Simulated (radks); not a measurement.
The numbers below are computed, except where a source is named.
Species: Pt IV. Configuration: [Xe] 4f14 5d7 (the NIST ground configuration). Code: a radial shooting solver on a logarithmic mesh with Libxc functionals. Model: Dirac Kohn-Sham, BP86, spin-unpolarised, spherical densities, point nucleus; open shells fill j = l - 1/2 first.

Radial electron density D(r) = 4 pi r^2 rho(r):

r (bohr)  D(r) (e/bohr)
0.003088          46.37
0.003567          54.52
0.004086          62.86
0.004719          72.17
0.00545           81.64
0.006294          90.80
0.007211          98.65
0.008328          105.5
0.009618          110.3
0.01111           112.5
0.01283           112.0
0.0147            109.4
0.01697           105.3
0.0196            101.3
0.02264           99.51
0.02614           101.6
0.02995           107.9
0.03459           118.7
0.03995           131.1
0.04614           141.1
0.05328           144.6
0.06104           140.4
0.0705            129.7
0.08142           118.3
0.09403           113.2
0.1086            117.6
0.1244            127.4
0.1437            134.4
0.1659            129.0
0.1916            110.2
0.2213            87.56
0.2536            74.36
0.2928            74.47
0.3382            82.67
0.3906            86.48
0.4511            78.49
0.5168            62.44
0.5968            44.32
0.6893            31.30
0.796             24.37
0.912             20.96
1.053             17.89
1.216             14.19
1.405             10.19
1.622             6.625
1.859             4.036
2.147             2.163
2.479             1.028
2.863            0.4203
3.306            0.1424
3.788           0.04186
4.375          0.009016
5.052          0.001452

D(r) has 4 maxima, at r = 0.0117, 0.0529, 0.146, 0.384 bohr, and minima at 0.0228, 0.0948, 0.270 bohr, inside which lie 2.03, 11.10, 29.93 electrons.
